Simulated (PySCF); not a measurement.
Job for PySCF: R-HF/3-21G on HF (SMILES F).

```python
from pyscf import gto, scf, dft, mp
from pyscf.data.elements import chemcore

mol = gto.M(
    atom='''
    F     0.85322359    0.72045656    3.98835066
    H     0.40223778    0.82998743    3.17111084
    ''',
    basis='3-21g',
    charge=0, spin=0, verbose=3, max_memory=1800)
mf = scf.RHF(mol)
mf.conv_tol = 1e-8
mf.max_cycle = 100
mf.kernel()
if not mf.converged:
    mf = mf.newton().run(mf.mo_coeff, mf.mo_occ)
```

Q: Predict the final total energy.

A: -99.4602 hartree.
